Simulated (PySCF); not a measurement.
CH5ClGe: core ionisation energies

GeH2MeCl, CH5ClGe.
Z-matrix (Å and degrees, PBE0-D3(BJ)/def2-SVP geometry), rows numbered from 1:
```
Ge
H   1  1.5379
H   1  1.5374  2  111.07
C   1  1.9397  2  112.53  3  -127.27
H   4  1.1003  1  110.25  2    61.68
H   4  1.0989  1  109.86  2   -58.42
H   4  1.0988  1  109.83  2  -178.18
Cl  1  2.1719  2  106.84  3   115.32
```

Computed, not measured: delta-SCF UKS SCAN, pcX-2 on the ionised atom, pcseg-1 elsewhere, spin-free X2C in PySCF. Each binding energy is the total energy of the core-ionised species, with the hole localised on one atom, minus that of the ground state; both are solved self-consistently, so orbital relaxation is included.

Q: What binding energy does each computed site have?

A: 
```
atom(s)   bonded to     level  binding energy (eV)  2p1/2 (eV)  count
    Cl8          Ge  Cl 2p3/2               205.40      207.05      1
     C4  3 H and Ge      C 1s               290.79           –      1
    Cl8          Ge     Cl 1s              2827.99           –      1
```

Q: Give the binding energy of Cl 2p3/2 of Cl8 in hartree and in kJ/mol.

A: 205.40 eV = 7.5483 Eh = 19818 kJ/mol.

Q: Which photon energy gives electrons from Cl 2p3/2 of Cl8 a kinetic energy of 50 eV, and what is their de Broglie wavelength?

A: hν = 205.40 + 50 = 255.40 eV, recoil neglected; λ = 12.264 Å/√(E/eV) = 1.73 Å.

The 2p values aren't plain energy differences: one relaxed spin-free 2p hole is combined with a matrix within the shell (ground-state 2p orbital-energy differences and spin–orbit coupling). 2p3/2, the mean of its two sublevels, lies a third of the splitting below the shell's mean and 2p1/2 two thirds above it; the statistical areas are 2:1. 2p1/2 minus 2p3/2 (ligand field included): Cl 1.65 eV. No level of germanium is listed. Isolated species at its PBE0-D3(BJ)/def2-SVP geometry, gas phase.

The run took 11 s on one thread of an x86-64 server (shared host).
